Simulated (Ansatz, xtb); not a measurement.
The molecule HfSb, multiplicity 2 (lowest of 2S+1 = 2, 4, 6, 8 at PBE0/def2-TZVPP; our sources give no spin for the ground state, which may be another). No spin–orbit coupling.

The constants come from a fifth-degree fit in 1/R (seven points, main isotopes). Runs in def2 and cc sets follow the lowest solution found near the PBE0 minimum.

The values were computed with Ansatz (Gaussian orbitals); xtb for the GFN methods. Values without a source in brackets are computed. In def2 rows elements past Kr take small-core potentials, without spin–orbit coupling. The GFN methods have no spin term and hold the electronic entropy of 300 K.

```tsv
level	r_e (Å)	ω_e (cm⁻¹)	ω_e x_e (cm⁻¹)	dipole (D)
GFN1-xTB	2.574	347	0.70	-
SVWN5/def2-TZVPP	2.507	___	0.38	4.23
PBE/def2-TZVPP	2.536	246	0.37	4.26
B3LYP/def2-TZVPP	2.531	250	0.37	4.50
CAM-B3LYP/def2-TZVPP	___	___	0.30	4.83
```

Complete the blanks.


- CAM-B3LYP/def2-TZVPP, r_e (Å): 2.501
- CAM-B3LYP/def2-TZVPP, ω_e (cm⁻¹): 265
- SVWN5/def2-TZVPP, ω_e (cm⁻¹): 255

Ansatz is a quantum-chemistry and plane-wave program.
